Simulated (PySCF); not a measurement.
One of the candidates below gave these computed data.

All candidates are C4H12BN.

| technique | computed result |
| --- | --- |
| Rotational structure | rotational constants A, B, C: 3.621, 2.740, 1.802 GHz [PBE0-D3(BJ)/def2-SVP] |
| 13C NMR | chemical shifts (computed TMS as zero) by class: 15.8 (2 C), 11.9 (2 C) ppm [GIAO PBE0/pcSseg-1] |
| UV, first state | lowest singlet excitation: 6.86 eV (181 nm, f = 0.001) [TDDFT PBE0/def2-SVPD] |
| Polarisability | 73.2 au [PBE0/def2-SVPD] |
| Triplet | lowest triplet excitation (Tamm–Dancoff): 6.39 eV [TDA PBE0/def2-SVPD] |
| UV, strongest line | among the 10 lowest singlet transitions: S4 at 7.94 eV (156 nm, f = 0.130) [TDDFT PBE0/def2-SVPD] |
| NMR, other nuclei | isotropic shieldings of nuclei other than C and H, by class: 55 (1 B), 160 (1 N) ppm [GIAO PBE0/pcSseg-1] |

The electronic properties come from PySCF, for the isolated species, density fitting. Levels stand in brackets. Geometry: PBE0-D3(BJ)/def2-SVP, one conformer, isolated molecule. NMR values are class means; diastereotopic atoms form classes of their own.

Task: Which candidate is it?
A. `CCB(N)CC`
B. `C=C(C)[B@@H-](C)[NH3+]`
C. `CC(C)(C)BN`

Result: A. It is `CCB(N)CC`. Numbering: `[CH3:1][CH2:2][B:3]([NH2:4])[CH2:5][CH3:6]`. 4 carbons fall into 2 classes; from least to most shielded: sp3 carbon bound to boron [C2/C5] (15.8 ppm, 2 C, up to 4.6 ppm apart in this geometry), methyl carbon [C1/C6] (11.9 ppm, 2 C). The other shieldings belong to: 55 ppm, three-coordinate boron [B3]; 160 ppm, boron-bound nitrogen [N4]. The optimised geometry has point group C1 and is an asymmetric top.

The others, at the same levels:
- `CC(C)(C)BN` fails: its computed strongest line among the 10 lowest singlet transitions is S5 at 8.15 eV (152 nm, f = 0.128) (against S4 at 7.94 eV), rotational constant A is 4.387 GHz (against 3.621 GHz) and smallest rotational constant is 2.439 GHz (against 1.802 GHz).
- `C=C(C)[B@@H-](C)[NH3+]` fails: it has 4 carbon classes against 2; its computed 13C shifts are 176.6 (1 C), 107.4 (1 C), 27.9 (1 C), 6.6 (1 C) ppm and rotational constant A is 4.215 GHz (against 3.621 GHz).

Each candidate is one conformer, not necessarily the lowest. Dipoles, sizes and rotational constants follow the conformer. The torsions of the flexible species, by atom-mapped SMILES:
- `[CH3:1][CH2:2][B:3]([NH2:4])[CH2:5][CH3:6]`: C1–C2–B3–N4 85°, C2–B3–C5–C6 45°, H–N4–B3–C2 -177°, H–N4–B3–C2 3°
- `[CH3:1][C:2]([CH3:3])([CH3:4])[BH:5][NH2:6]`: C1–C2–B5–N6 0°, H–N6–B5–C2 180°, H–N6–B5–C2 0°
- `[CH2:1]=[C:2]([CH3:3])[B@@H-:4]([CH3:5])[NH3+:6]`: C1–C2–B4–C5 -112°
